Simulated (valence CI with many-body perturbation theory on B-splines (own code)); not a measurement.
# E1 line list for Ta41+

Level of theory: relativistic CI+MBPT: four valence electrons over a frozen Dirac-Fock core [Ar] 3d10, a basis of 11 s, 11 p, 9 d, 7 f, 5 g, 2 h, 1 i functions for each j, with the one-electron correlation potential Σ1 (screened to all orders), the two-electron term Σ2, the three-electron term Σ3, Breit, model QED; selected single and double excitations, second order for the rest (own B-spline code, finite nucleus).

No measured spectrum was set against this ion. As an estimate, large intervals hold to a few tenths of a per cent, small ones and those within an open d or f shell to about a per cent.

Lines 201 to 226 of 226 in falling wavelength, among levels below 473.95 eV, chosen from the strongest by gf and those to the six lowest levels. Wavelengths and rates use the calculated energies. Electric multipoles are in the length gauge, E1 and E2 with the static RPA response of the core. Weak lines are less certain than strong ones. Lines between different terms over intervals too small for the method are left out, as are lines whose strength nearly cancels. Where a level lies close to another of its J and parity, the split of strength between their lines is uncertain. The highest levels of a list are the least certain.

Levels are named by their leading jj configuration (3d3/2^4 stands for four electrons in 3d with j = 3/2), which in mixed levels can hold well under half, so a name can repeat and another be missing. Letters in brackets count levels of one name in rising energy.

```tsv
λ vac (nm)	Upper	Lower	A (s⁻¹)	S (a.u.)
4.783	(4s 4p1/2 4p3/2 4d5/2) J=1 [a]	(4s 4p1/2^2 4p3/2) J=2	9.35e+06	1.51e-06
4.744	(4s 4p1/2 4p3/2 4d3/2) J=3 [c]	(4s 4p1/2^2 4p3/2) J=2	9.68e+08	3.57e-04
4.723	(4s 4p1/2 4p3/2 4d5/2) J=3 [a]	(4s 4p1/2^2 4p3/2) J=2	7.73e+10	2.82e-02
4.676	(4s 4p1/2 4p3/2 4d3/2) J=1 [d]	(4s 4p1/2^2 4p3/2) J=2	7.55e+06	1.14e-06
4.663	(4s 4p1/2 4p3/2 4d5/2) J=2 [b]	(4s 4p1/2^2 4p3/2) J=2	2.24e+10	5.61e-03
4.625	(4s 4p1/2 4p3/2 4d5/2) J=3 [b]	(4s 4p1/2^2 4p3/2) J=2	2.09e+11	7.16e-02
4.624	(4s 4p1/2 4p3/2 4d5/2) J=0	(4s 4p1/2^2 4p3/2) J=1	2.10e+11	1.02e-02
4.547	(4s 4p1/2 4p3/2 4d3/2) J=2 [e]	(4s 4p1/2^2 4p3/2) J=2	1.36e+10	3.15e-03
4.535	(4s^2 4p3/2 4d5/2) J=3	(4s^2 4p1/2 4p3/2) J=2	3.42e+10	1.10e-02
4.519	(4s^2 4p3/2 4d5/2) J=1	(4s^2 4p1/2 4p3/2) J=2	1.03e+10	1.41e-03
4.505	(4s 4p1/2 4p3/2 4d5/2) J=1 [b]	(4s 4p1/2^2 4p3/2) J=2	8.89e+09	1.20e-03
4.469	(4s 4p1/2 4p3/2 4d5/2) J=3 [c]	(4s 4p1/2^2 4p3/2) J=2	8.34e+08	2.57e-04
4.451	(4s^2 4p3/2 4d5/2) J=1	(4s^2 4p1/2 4p3/2) J=1	9.38e+08	1.22e-04
4.408	(4s 4p1/2 4p3/2 4d5/2) J=1 [c]	(4s 4p1/2^2 4p3/2) J=2	8.63e+07	1.09e-05
4.401	(4s 4p1/2 4p3/2^2) J=1 [a]	(4s^2 4p1/2^2) J=0	2.17e+10	2.74e-03
4.400	(4s 4p3/2^3) J=2	(4s^2 4p1/2 4p3/2) J=2	2.81e+07	5.90e-06
4.392	(4s 4p1/2 4p3/2 4d5/2) J=2 [c]	(4s 4p1/2^2 4p3/2) J=2	4.39e+09	9.18e-04
4.352	(4s 4p1/2 4p3/2 4d5/2) J=3 [d]	(4s 4p1/2^2 4p3/2) J=2	3.00e+10	8.55e-03
4.335	(4s 4p1/2 4p3/2^2) J=1 [b]	(4s^2 4p1/2^2) J=0	5.12e+09	6.18e-04
4.335	(4s 4p3/2^3) J=2	(4s^2 4p1/2 4p3/2) J=1	7.23e+09	1.45e-03
4.321	(4s 4p1/2 4p3/2 4d5/2) J=2 [d]	(4s 4p1/2^2 4p3/2) J=2	3.14e+10	6.25e-03
4.220	(4s 4p3/2^3) J=1	(4s^2 4p1/2 4p3/2) J=2	3.15e+09	3.50e-04
4.161	(4s 4p3/2^3) J=1	(4s^2 4p1/2 4p3/2) J=1	7.40e+09	7.89e-04
3.688	(4s^2 4p3/2 4d3/2) J=1	(4s^2 4p1/2^2) J=0	9.62e+05	7.15e-08
3.412	(4s^2 4p3/2 4d5/2) J=1	(4s^2 4p1/2^2) J=0	1.90e+09	1.12e-04
3.239	(4s 4p3/2^3) J=1	(4s^2 4p1/2^2) J=0	3.88e+08	1.95e-05
```
